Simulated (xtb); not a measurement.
C₃H₁₀OSi, charge -1, doublet, at a GFN2-xTB geometry (a state made from the parent by changing its charge; the spin is typed, not shown lowest); xtb with GFN2-xTB with GBSA(water).

Input for xtb:
```
$ xtb mol.xyz --gfn 2 --chrg -1 --uhf 1 --gbsa water --json

# file mol.xyz
15

C      0.25810500     1.61005659    -1.27897079
Si    -0.12363230    -0.09155022    -0.29900619
C     -0.73203227    -1.88819897     0.47322274
C      1.69252362    -0.29976757     0.36371436
O     -1.09534832     0.79712445     0.79603221
H      0.96028164     1.45565335    -2.09936028
H      0.69243198     2.35867756    -0.61303408
H     -0.64626722     2.04413102    -1.70290150
H     -0.51617590    -1.96135055     1.54630561
H     -0.23942836    -2.73445673    -0.00574898
H     -1.80812858    -2.03778082     0.35411092
H      2.42167298     0.09159140    -0.34512197
H      1.84613086     0.23840435     1.30320670
H      1.95014350    -1.34242788     0.54781154
H     -1.47860015     0.25972567     1.48476329
```

The log (banner, timings and long lists left out):

```
   ID    Z sym.   atoms
    1    6 C      1, 3, 4
    2   14 Si     2
    3    8 O      5
    4    1 H      6-15

           -------------------------------------------------
          |                Calculation Setup                |
           -------------------------------------------------

           -------------------------------------------------
          |                 G F N 2 - x T B                 |
           -------------------------------------------------

      * Solvation model:               GBSA
        Solvent                        water
        Parameter file                 internal GFN2-xTB/GBSA
        Dielectric constant                8.0200E+01
        Reference state                gsolv [1 M gas/solution]
        Free energy shift                  1.8574E-03 Eh       1.1656E+00 kcal/mol
        Temperature                        2.9815E+02 K
        Density                            1.0000E+00 kg/L
        Solvent mass                       1.8000E+01 g/mol
        Interaction kernel             Still
        Born radius scaling (c1)           1.5524E+00
        Born radii integrator          GBOBC
        Born offset                        2.4628E-02 a0       4.6540E-02 AA
        H-bond correction              true
        Ion screening                  false
        Surface tension                    1.0000E-05 Eh       1.5569E+01 dyn/cm
        Grid points                               230 per atom

          ...................................................
          :                      SETUP                      :
          :.................................................:
          :  # basis functions                  36          :
          :  # atomic orbitals                  35          :
          :  # shells                           21          :
          :  # electrons                        33          :
          :  max. iterations                   250          :
          :  Hamiltonian                  GFN2-xTB          :
          :  restarted?                      false          :
          :  GBSA solvation                   true          :
          :  PC potential                    false          :
          :  electronic temp.          300.0000000     K    :
          :  accuracy                    1.0000000          :
          :  -> integral cutoff          0.2500000E+02      :
          :  -> integral neglect         0.1000000E-07      :
          :  -> SCF convergence          0.1000000E-05 Eh   :
          :  -> wf. convergence          0.1000000E-03 e    :
          :  Broyden damping             0.4000000          :
          :  net charge                         -1          :
          :  unpaired electrons                  1          :
          ...................................................

 iter      E             dE          RMSdq      gap      omega  full diag
   1    -17.6819779 -0.176820E+02  0.481E+00    2.88       0.0  T
   2    -17.7020201 -0.200422E-01  0.291E+00    3.00       1.0  T
   3    -17.7028753 -0.855176E-03  0.113E+00    3.06       1.0  T
   4    -17.7030172 -0.141893E-03  0.503E-01    3.11       1.0  T
   5    -17.7033352 -0.318036E-03  0.215E-01    3.10       1.0  T
   6    -17.7034208 -0.855663E-04  0.931E-02    3.11       1.0  T
   7    -17.7034342 -0.134387E-04  0.560E-02    3.11       1.0  T
   8    -17.7034366 -0.233440E-05  0.142E-02    3.10       1.8  T
   9    -17.7034373 -0.708163E-06  0.776E-03    3.10       3.3  T
  10    -17.7034373  0.544367E-08  0.318E-03    3.10       8.1  T
  11    -17.7034373 -0.722363E-07  0.107E-03    3.10      24.1  T
  12    -17.7034373 -0.922604E-10  0.700E-04    3.10      36.9  T
  13    -17.7034373 -0.219634E-08  0.288E-04    3.10      89.8  T

   *** convergence criteria satisfied after 13 iterations ***

         :::::::::::::::::::::::::::::::::::::::::::::::::::::
         ::                     SUMMARY                     ::
         :::::::::::::::::::::::::::::::::::::::::::::::::::::
         :: total energy             -17.510190212984 Eh    ::
         :: total w/o Gsasa/hb       -17.508238198166 Eh    ::
         :: gradient norm              0.005004298541 Eh/a0 ::
         :: HOMO-LUMO gap              3.104250924812 eV    ::
         ::.................................................::
         :: SCC energy               -17.703408587410 Eh    ::
         :: -> isotropic ES            0.154711170479 Eh    ::
         :: -> anisotropic ES          0.013857795461 Eh    ::
         :: -> anisotropic XC          0.003355814552 Eh    ::
         :: -> dispersion             -0.010033402050 Eh    ::
         :: -> Gsolv                  -0.083367240976 Eh    ::
         ::    -> Gelec               -0.081415226158 Eh    ::
         ::    -> Gsasa               -0.000952709321 Eh    ::
         ::    -> Ghb                 -0.002856748624 Eh    ::
         ::    -> Gshift               0.001857443127 Eh    ::
         :: repulsion energy           0.193218374426 Eh    ::
         :: add. restraining           0.000000000000 Eh    ::
         :: total charge              -1.000000000000 e     ::
         :::::::::::::::::::::::::::::::::::::::::::::::::::::

           -------------------------------------------------
          |                Property Printout                |
           -------------------------------------------------

    * Orbital Energies and Occupations

         #    Occupation            Energy/Eh            Energy/eV
      -------------------------------------------------------------
         1        2.0000           -0.6691047             -18.2073
       ...           ...                  ...                  ...
         5        2.0000           -0.5152552             -14.0208
         6        2.0000           -0.4755816             -12.9412
         7        2.0000           -0.4390332             -11.9467
         8        2.0000           -0.4358740             -11.8607
         9        2.0000           -0.4287391             -11.6666
        10        2.0000           -0.4269958             -11.6191
        11        2.0000           -0.4239986             -11.5376
        12        2.0000           -0.4188637             -11.3979
        13        2.0000           -0.4023109             -10.9474
        14        2.0000           -0.3903387             -10.6217
        15        2.0000           -0.3377596              -9.1909
        16        2.0000           -0.3166573              -8.6167
        17        1.0000           -0.1869548              -5.0873 (HOMO)
        18                         -0.0728757              -1.9830 (LUMO)
        19                          0.0497257               1.3531
        20                          0.0543736               1.4796
        21                          0.0901305               2.4526
        22                          0.1314560               3.5771
        23                          0.1588603               4.3228
        24                          0.2122742               5.7763
        25                          0.2220838               6.0432
        26                          0.2306688               6.2768
        27                          0.2371912               6.4543
        28                          0.2452164               6.6727
       ...                                ...                  ...
        35                          0.7389990              20.1092
      -------------------------------------------------------------
                  HL-Gap            0.1140791 Eh            3.1043 eV
             Fermi-level           -0.1908607 Eh           -5.1936 eV

     #   Z          covCN         q      C6AA      α(0)
     1   6 C        3.623    -0.175    24.418     7.122
     2  14 Si       3.315     0.342   122.222    22.319
     3   6 C        3.602    -0.191    24.910     7.217
     4   6 C        3.640    -0.170    24.233     7.080
     5   8 O        1.572    -0.608    25.399     6.800
     6   1 H        0.924    -0.051     4.125     3.176
     7   1 H        0.924    -0.056     4.254     3.225
     8   1 H        0.925    -0.043     3.913     3.094
     9   1 H        0.924    -0.065     4.473     3.307
    10   1 H        0.925    -0.046     3.998     3.127
    11   1 H        0.924    -0.047     4.026     3.138
    12   1 H        0.925    -0.055     4.226     3.215
    13   1 H        0.924    -0.052     4.138     3.181
    14   1 H        0.925    -0.051     4.106     3.169
    15   1 H        0.810     0.267     0.829     1.430

 Mol. C6AA /au·bohr⁶  :       2472.289141
 Mol. C8AA /au·bohr⁸  :      67510.147581
 Mol. α(0) /au        :         80.598873

Wiberg/Mayer (AO) data.
largest (>0.10) Wiberg bond orders for each atom

 ---------------------------------------------------------------------------
     #   Z sym  total        # sym  WBO       # sym  WBO       # sym  WBO
 ---------------------------------------------------------------------------
     1   6 C    3.896 --     8 H    1.006     6 H    1.006     7 H    0.999
                             2 Si   0.774
     2  14 Si   3.197 --     5 O    0.960     4 C    0.776     1 C    0.774
                             3 C    0.756
     3   6 C    3.873 --    10 H    1.004    11 H    1.002     9 H    0.994
                             2 Si   0.756
     4   6 C    3.911 --    12 H    1.009    14 H    1.009    13 H    0.998
                             2 Si   0.776
     5   8 O    1.980 --     2 Si   0.960    15 H    0.915
     6   1 H    0.997 --     1 C    1.006
     7   1 H    0.997 --     1 C    0.999
     8   1 H    0.998 --     1 C    1.006
     9   1 H    0.996 --     3 C    0.994
    10   1 H    0.998 --     3 C    1.004
    11   1 H    0.998 --     3 C    1.002
    12   1 H    0.997 --     4 C    1.009
    13   1 H    0.997 --     4 C    0.998
    14   1 H    0.997 --     4 C    1.009
    15   1 H    0.929 --     5 O    0.915
 ---------------------------------------------------------------------------

Topologies differ in total number of bonds
Writing topology from bond orders to xtbtopo.mol

molecular dipole:
                 x           y           z       tot (Debye)
 q only:       -0.424      -0.400      -0.182
   full:        0.044      -0.242       0.640       1.742
molecular quadrupole (traceless):
                xx          xy          yy          xz          yz          zz
 q only:        0.629      -0.527      -6.313       0.030       4.898       5.684
  q+dip:        0.765       0.553      -5.058      -0.668       2.457       4.293
   full:        1.505       0.442      -5.096      -1.325       1.506       3.592

           -------------------------------------------------
          | TOTAL ENERGY              -17.510190212984 Eh   |
          | GRADIENT NORM               0.005004298541 Eh/α |
          | HOMO-LUMO GAP               3.104250924812 eV   |
           -------------------------------------------------

normal termination of xtb
```
